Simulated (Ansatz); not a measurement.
Reaction (substitution at a C–C bond): `B/C=C/CC` + H–F → `B/C=C/CF` + CH₄

Isolated molecules relaxed with PBE0-D4/def2-TZVP in Ansatz; ΔE leaves out vibrations. CCSD(T)/CBS adds triple-zeta CCSD(T) − MP2 to the extrapolated MP2 energy (def2 sets, frozen cores). This one scheme is used for every species. Double bonds are as drawn, so ΔE can hold a change between cis and trans. Functionals use def2-TZVPP. B3LYP here is the variant with VWN-RPA as its local correlation; programs differ in this. One conformer a species, not always the lowest.

`B/C=C/CC`:

Z-matrix (Å, degrees):
```
C
C 1 1.527
C 1 1.486 2 112.1
H 1 1.098 2 108.7 3 119.8
H 1 1.093 2 110.6 3 -123.0
H 2 1.092 1 110.9 3 62.1
H 2 1.092 1 110.8 3 -177.8
H 2 1.093 1 111.1 3 -57.8
C 3 1.344 1 126.5 2 -122.1
H 3 1.091 1 115.6 2 57.1
B 9 1.526 3 120.8 1 179.5
H 9 1.090 3 117.2 1 -0.5
H 11 1.200 9 118.9 3 -0.2
H 11 1.198 9 122.0 3 179.9
```

H–F:

```xyz
2

F    -0.407   -0.210   -0.044
H     0.407    0.210    0.044
```

`B/C=C/CF`:

Cartesian coordinates in Å:
```
B 1.220 0.549 -1.670
C 0.724 -0.167 -0.412
C -0.440 0.189 0.148
C -1.049 -0.408 1.360
F -0.282 -1.412 1.896
H 0.550 1.427 -2.136
H 2.253 0.258 -2.198
H 1.282 -0.971 0.063
H -1.029 0.990 -0.297
H -2.038 -0.819 1.120
H -1.191 0.364 2.128
```

CH₄:

Cartesian coordinates in Å:
```
C 0.000 0.000 0.000
H 0.110 -1.014 -0.385
H -1.034 0.323 -0.118
H 0.656 0.672 -0.553
H 0.268 0.019 1.056
```

(1) Is it downhill or uphill in electronic energy at CCSD(T)/CBS, and by how much? (An estimate is asked.)

(2) What do these levels give: r2SCAN-D4, PBE0-D4, B3LYP-D4, ωB97X-V, r2SCAN, PBE0, B3LYP, MP2/def2-TZVPP, HF/def2-QZVPP, MP2/def2-QZVPP, SCS-MP2/def2-QZVPP, MP2/CBS(def2)? (An estimate is asked.)

Largest T1 diagnostic among the species: 0.011.

Results:

(1) Computed: Uphill: ΔE = +45.0 kJ/mol.

(2) The calculation gave: r2SCAN-D4 27.6, PBE0-D4 36.5, B3LYP-D4 28.1, ωB97X-V 29.1, r2SCAN 26.4, PBE0 32.9, B3LYP 21.8, MP2/def2-TZVPP 50.8, HF/def2-QZVPP 21.2, MP2/def2-QZVPP 53.4, SCS-MP2/def2-QZVPP 44.9, MP2/CBS(def2) 54.9 kJ/mol.

From PBE to PBE0 (25 % exact exchange), in def2-TZVPP and without D4, ΔE moves by +5.0 kJ/mol. In def2-TZVPP, CCSD(T) changes the Hartree–Fock value by +20.2 kJ/mol (the triples alone add +1.7 kJ/mol) and MP2 by +30.2 kJ/mol. The D4 term adds +6.2 kJ/mol with B3LYP and +3.5 kJ/mol with PBE0; it sums over pairs of atoms, weighted by their polarisabilities, and B3LYP, whose exchange is more repulsive, gets the larger term.
